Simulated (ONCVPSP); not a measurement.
# Plane-wave convergence, ONCV potential for tantalum (Ta)

```json
{
 "Element": "tantalum",
 "Generator": "ONCVPSP 4.0.1",
 "Type": "optimised norm-conserving Vanderbilt (ONCV)",
 "Functional": "BLYP",
 "Relativity": "scalar-relativistic",
 "Frozen core": "[Xe] 4f14",
 "Valence charge": "5",
 "Reference configuration": "5d3 6s1.75 (charge +0.25)",
 "Partial waves": "6s: rc 2.70 bohr, ncon 4, nbas 8, qcut 2.3 1/bohr, 2 projectors, debl 3.3 Ha; p scattering state at 0.11 Ha: rc 2.60 bohr, ncon 3, nbas 7, qcut 3.2 1/bohr, 2 projectors, debl 1.9 Ha; 5d: rc 2.60 bohr, ncon 5, nbas 10, qcut 5.5 1/bohr, 2 projectors, debl 2.9 Ha",
 "Local potential": "polynomial inside 2.40 bohr (lpopt 5, dvloc0 4 Ha)",
 "Core correction": "polynomial model core, fcfact 0.45"
}
```

In the p channel the program set the typed energies aside and used 0.050, 1.950 Ha.

**Question.** For each optimised wave give the share of its norm inside rc, the residual kinetic energy above qcut (Ha) and the cutoffs (Ha) for errors of 10, 1, 0.1 and 0.01 mHa per electron.

**Answer.**

| wave | norm inside rc | residual KE | 10 mHa | 1 mHa | 0.1 mHa | 0.01 mHa |
| --- | --- | --- | --- | --- | --- | --- |
| 6s | 0.350 | 2.1e-03 | 1.8 | 3.4 | 18.5 | 23.4 |
| s projector 2 | 0.144 | 3.7e-01 | 16.3 | 30.0 | 34.2 | 43.5 |
| p projector 1 | 0.236 | 3.5e-04 | 1.5 | 2.9 | 21.9 | 44.2 |
| p projector 2 | 0.162 | 2.6e-02 | 14.7 | 35.6 | 71.4 | not reached |
| 5d | 0.717 | 8.0e-06 | 8.6 | 11.1 | 13.1 | 14.9 |
| d projector 2 | 0.189 | 1.3e-04 | 10.7 | 13.2 | 16.1 | 49.9 |

The occupied waves need 11 Ha and 18 Ha for 1 and 0.1 mHa. The cutoffs count occupied waves only; projector 2 of the p channel, the hardest unoccupied one, needs 36 Ha at the loose tolerance.
